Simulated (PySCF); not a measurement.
Molecule: SMILES O=C(Cl)C(F)(F)F, C2ClF3O.

Geometry:
```
atom   x (Å)   y (Å)   z (Å)
  O1   1.331   1.266  -0.433
  C2   0.863   0.270  -0.010
 Cl3   1.780  -1.021   0.731
  C4  -0.647  -0.062  -0.067
  F5  -1.097  -0.385   1.137
  F6  -0.843  -1.087  -0.886
  F7  -1.314   0.985  -0.513
```

Geometry PBE0-D3(BJ)/def2-SVP throughout; GIAO in PySCF 2.14, gas phase, one conformer, non-relativistic; equivalent atoms averaged; functional PBE0.

Question: How do the shifts δ (against H2O, TMS, HCl, CFCl3 at the same level) depend on the basis set? (ppm; last column core-seconds on 1 thread of an Arm Neoverse V1, shared host)

Answer: 
```
    basis set  functions     O1     C2     C4    Cl3  F5/F6/F7  core-s
       STO-3G         39  493.9  114.8   91.9  220.3     -85.2     2.4
        6-31G         67  594.7  166.4  118.6  412.9     -95.5     4.8
       6-31G*        102  541.6  161.8  112.6  369.7     -87.1     6.9
6-311+G(2d,p)        197  578.7  169.7  117.6  433.6     -87.1      16
```

Question: Which nucleus moves most, in ppm?

Answer: Cl3 (chlorine bonded to C): from 220.3 ppm with STO-3G to 433.6 ppm with 6-311+G(2d,p). The smallest spread is 10.3 ppm, at F5/F6/F7.

Question: Taking the largest basis, 6-311+G(2d,p) (197 functions), as the yardstick, rank the others by their worst heavy-atom deviation.

Answer: 6-31G 20.7 ppm (67 functions), 6-31G* 63.9 ppm (102 functions), STO-3G 213.3 ppm (39 functions).

A small basis that lands close on one nucleus may do so by chance; judge by the trend and by all nuclei.
